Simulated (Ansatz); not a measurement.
Input for Ansatz (a program for electronic structure): R-wB97M-V/def2-TZVPP on H4PbSSi (SMILES [SiH3][Pb][SH]), a point of a torsion scan. Elements past Kr take the def2 small-core potentials; no spin–orbit coupling.

Ansatz 0.2 input:
```yaml
crystal:
  periodic: [false, false, false]
  atoms:
    - {symbol: Si, position_ang: [-1.31973441, -0.26342396, -0.00049728]}
    - {symbol: Pb, position_ang: [0.69948221, 1.50114573, 0.18285780]}
    - {symbol: S, position_ang: [2.54370345, -0.28055992, 0.12920099]}
    - {symbol: H, position_ang: [-1.13543535, -1.48169029, -0.78501599]}
    - {symbol: H, position_ang: [-2.58506505, 0.29747216, -0.48756592]}
    - {symbol: H, position_ang: [-1.64881778, -0.73813127, 1.34780416]}
    - {symbol: H, position_ang: [2.27084184, -0.83535435, -1.03898970]}
basis:
  gaussian:
    orbitals: def2-TZVPP
hamiltonian:
  xc: {name: wB97M-V}
scf: {lower_state_search: off}
```

The head of its log:

```
WARN ansatz: RAYON_NUM_THREADS=1 ignored (pool sized by the plan → 1); use --threads N
Functional definition: wB97M-V
these checks for a lower state are left out or cut short: stability, starts, cluster_reference, orbital_swaps, neighbouring_geometries, increment
integrals: 0.16 GiB planned
1235 factors; their error is unknown
integrals: 0.20 GiB planned
314 factors; integrals over basis functions are off by at most 1.4e-5 eV
mean field: 1.24 GiB planned
mean field evaluation 1: about -24022.3299 eV, gradient 2.0e1 eV
mean field evaluation 2: about -24023.2161 eV, gradient 1.8e1 eV
```

Question: Give the final energy of this run.

Answer: -882.8682 hartree.
